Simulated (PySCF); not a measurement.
Spinor energies of W⁴⁰⁺ (tungsten, charge +40)

Start: [Ar] 3d10 4s2 4p4; 4p1/2 filled at m_j = -1/2, +1/2; 4p3/2 filled at m_j = +1/2, +3/2. Calculated with PySCF 2.14 in an uncontracted even-tempered set (16 s from 4.8 bohr⁻², ratio 2.8; 13 p from 6.2 bohr⁻², ratio 2.8; 8 d from 11 bohr⁻², ratio 2.8; 4 f from 29 bohr⁻², ratio 3): generalised Hartree-Fock with the X2C-1e Hamiltonian and a Gaussian nucleus; one run each with spin-orbit coupling (SO) switched off, then screened by Boettger's factors.

| spinor shell | electrons | ε, spin-free (eV) | ε, screened SO (eV) | weight of nominal j (screened SO) | rms radius, screened SO (bohr) |
| --- | --- | --- | --- | --- | --- |
| 1s1/2 | 2 | -71757.5 | -71733.3 | 1.000 | 0.0208 |
| 2s1/2 | 2 | -14050.5 | -14041.6 | 1.000 | 0.0838 |
| 2p1/2 | 2 | -12524.8 | -13492.0 | 1.000 | 0.0712 |
| 3s1/2 | 2 | -4642.6 | -4638.4 | 1.000 | 0.212 |
| 3p1/2 | 2 | -4179.2 | -4398.5 | 1.000 | 0.203 |
| 3p3/2 | 4 | -4179.2 | -4085.8 | 1.000 | 0.217 |
| 3d3/2 | 4 | -3656.4 | -3694.0 | 1.000 | 0.191 |
| 3d5/2 | 6 | -3656.4 | -3626.3 | 1.000 | 0.194 |
| 4s1/2 | 2 | -2127.5 | -2126.0 | 1.000 | 0.448 |
| 4p1/2 | 2 | -1963.5 | -2028.3 | 0.999 | 0.441 |
| 4p3/2 | 2 | -1963.5 | -1934.9 | 0.999 | 0.462 |

**Question.** Where does 2p3/2 lie, and what is the 2p spin-orbit splitting (screened SO)?

**Answer.** At -12129.6 eV, 1362.4 eV above 2p1/2.

```
   quantity     spin-free   screened SO
E (hartree)  -15120.78855  -15141.93678
        M_J             2             2
       ⟨J²⟩         6.001         6.003
       ⟨L²⟩         2.001         3.276
       ⟨S²⟩         2.000         1.454
```

Each row is a mean over spinors that exchange with the open shell spreads, by up to 17.469 eV (4s1/2).

Breit and QED terms are absent; they matter most for the inner s and p1/2 levels.

Densities and radii are taken from the X2C orbitals without a picture-change correction, which distorts them close to the nucleus.

Without spin-orbit coupling the j labels of p, d and f shells carry no meaning; the spin-free column gives the mean over the occupied spinors of each nl shell.
